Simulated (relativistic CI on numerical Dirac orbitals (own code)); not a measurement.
**How well does a small relativistic CI reproduce As VI?**

Computed by Dirac-Coulomb-Breit CI, KLI orbitals optimised for each configuration, model QED (radiative potential, 1s self-energy scaled to tabulated hydrogen-like ionisation energies), valence Slater integrals scaled by 0.85, P86 correlation energy added to each configuration (own radial code, finite nucleus).

Configurations in the expansion (outside the closed core [Ar]): 3d10, 3d9 4s, 3d9 4p, 3d9 4d, 3d9 5s, 3d9 5p, 3d9 4f, 3d8 4s2, 3d9 5d, 3d9 6s, 3d9 6p, 3d9 5f, 3d9 5g, 3d8 4s 4p, 3d9 6d, 3d9 6f, 3d8 4p2, 3d8 4s 4d, 3d8 4p 4d. Levels of other configurations are missing.

| Configuration | Term (tabulated) | J | Measured (cm⁻¹) | Computed | Error | Purity (%) |
| --- | --- | --- | --- | --- | --- | --- |
| 3d10 | 1S | 0 | 0.0 | 0 | 0 | 100 |
| 3d9 4s | 3D | 3 | 331180.0 | 330817 | -363 | 100 |
| 3d9 4s | 3D | 2 | 333230.0 | 332743 | -487 | 78 |
| 3d9 4s | 3D | 1 | 336870.0 | 336404 | -466 | 100 |
| 3d9 4s | 1D | 2 | 340230.0 | 339352 | -878 | 78 |

Measured levels from Moore, Atomic Energy Levels, vol. II, NSRDS-NBS 35 (1971 reprint of NBS Circular 467, 1952); pairs were made by configuration, J and term (by order where the table uses no LS term), so strongly mixed levels may be paired wrongly. The analysis dates from before 1960.

Mean error by configuration (cm⁻¹): 3d9 4s -549. Over the excited levels the mean absolute error is 549 cm⁻¹ (4 of the 4 excited levels that our extract of the source holds in range could be paired), and the median relative error of those above 1,000 cm⁻¹ is 0.14 %.
